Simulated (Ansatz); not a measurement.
Ideal-gas functions of CH₄ClFSi₂ (`F[Si]1(Cl)C[SiH2]1`) at 400 K and 1 bar, from an Ansatz frequency run at PBE0-D4/def2-TZVP.

Molar mass 126.67 g/mol, point group C1 (symmetry number 1), electronic degeneracy 1, moments of inertia 137.595, 292.431, 361.164 u Å². Harmonic wavenumbers (cm⁻¹, unscaled): 94, 160, 220, 247, 383, 415, 426, 509, 584, 646, 694, 801, 867, 886, 909, 949, 1347, 2235, 2258, 3103, 3182.

Use S(trans) = R[1.5 ln M + 2.5 ln T − 1.1517]; rotational temperatures θ = 24.2544 K / I; S(rot) = R[ln(√π/σ · √(T³/θAθBθC)) + 1.5]; for each mode x = 1.438777 ν̃/T, S = R[x/(eˣ − 1) − ln(1 − e⁻ˣ)] and H = RT x/(eˣ − 1); 1 cm⁻¹ = 0.0119627 kJ/mol; R = 8.31446 J/(mol·K).

Q: By hand: the entropy, in J/(mol·K).

A: Translation 175.3. Rotation: θ = 0.1763, 0.0829, 0.0672 K, giving 120.7. Vibration, mode by mode: 17.37, 13.02, 10.47, 9.57, 6.28, 5.71, 5.53, 4.36, 3.52, 2.95, 2.58, 1.90, 1.58, 1.49, 1.40, 1.24, 0.39, 0.02, 0.02, 0.00, 0.00, in all 89.4. Electronic 0.0. Sum 385.4 J/(mol·K).

Q: By hand: H − E and G − E in kJ/mol, counted from the electronic energy.

A: Zero-point energy ½ × 20915 × 0.0119627 = 125.1; thermal vibration 20.1; translation, rotation and pV give 4 RT = 13.3. H − E = 158.5 kJ/mol, and G − E = 158.5 − 400 × 385.4/1000 = 4.3 kJ/mol.

Vibration gives 23 % of the entropy, 17.4 J/(mol·K) of it from the mode under 150 cm⁻¹: soft modes count most, and the harmonic formula is weakest for them. The sum counts one conformer and one mirror image; others add a mixing term.
